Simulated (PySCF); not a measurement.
## Heteronuclear NMR

Molfile (atoms numbered from 1):
```
C4H3F3O2
     RDKit          3D

 12 12  0  0  0  0  0  0  0  0999 V2000
   -2.3106    1.5150    0.8493 O   0  0  0  0  0  0  0  0  0  0  0  0
   -1.4454    0.8956    0.3404 C   0  0  0  0  0  0  0  0  0  0  0  0
   -1.0127   -0.5621    0.2679 C   0  0  0  0  0  0  0  0  0  0  0  0
    0.0957    0.0061   -0.6291 C   0  0  2  0  0  0  0  0  0  0  0  0
    1.5102   -0.1191   -0.0629 C   0  0  0  0  0  0  0  0  0  0  0  0
    1.8894   -1.4070   -0.0550 F   0  0  0  0  0  0  0  0  0  0  0  0
    2.4097    0.5486   -0.7832 F   0  0  0  0  0  0  0  0  0  0  0  0
    1.5922    0.3179    1.1946 F   0  0  0  0  0  0  0  0  0  0  0  0
   -0.4275    1.3274   -0.4707 O   0  0  0  0  0  0  0  0  0  0  0  0
   -1.7220   -1.2290   -0.2145 H   0  0  0  0  0  0  0  0  0  0  0  0
   -0.6864   -0.9876    1.2143 H   0  0  0  0  0  0  0  0  0  0  0  0
    0.1085   -0.3067   -1.6772 H   0  0  0  0  0  0  0  0  0  0  0  0
  1  2  2  0
  2  3  1  0
  3  4  1  0
  4  5  1  0
  5  6  1  0
  5  7  1  0
  5  8  1  0
  4  9  1  0
  9  2  1  0
  3 10  1  0
  3 11  1  0
  4 12  1  6
M  END
```

No relativistic terms, one averaged value for each set of equivalent atoms, no solvent model, single conformer. Geometry from GFN2-xTB; GIAO PBE0/pcSseg-1 shieldings; PySCF 2.14.0 with density-fitted response routines.

(1) What are the ¹⁹F shifts?

(2) Where does ¹⁷O resonate?

Answers

(1) 
```
   atoms              environment  σ (ppm)  δ (ppm)
F6/F7/F8  fluorine of a CF3 group    265.9    -79.3
```

Shieldings were converted by a linear fit to measured shifts: ¹⁹F (scatter 6.0 ppm rms, 7.0 ppm with the 5 outliers that the fit left out vs CFCl3, solution or neat liquid, with a term for F on sp3 carbon). Occasional misses reach two or three times the rms, and more in compound classes unlike the fitted ones.

On a 300 MHz spectrometer ¹⁹F resonates near 282.3 MHz, so 1 ppm is 282.3 Hz.

(2) 
| atoms | environment | σ (ppm) | δ (ppm) |
| --- | --- | --- | --- |
| O1 | ester carbonyl oxygen | -109.7 | 366.6 |
| O9 | ester alkoxy oxygen | 41.2 | 229.2 |

Shieldings were converted by a linear fit to measured shifts: ¹⁷O: δ = 266.70 − 0.911σ (rms 10.7 ppm, 155 shifts, 12.2 ppm with the 3 outliers that the fit left out vs liquid water, solution or neat liquid). A few per cent of atoms miss by over 2 rms, more outside the fitted compound classes.

On a 500 MHz spectrometer ¹⁷O resonates near 67.8 MHz, so 1 ppm is 67.8 Hz.
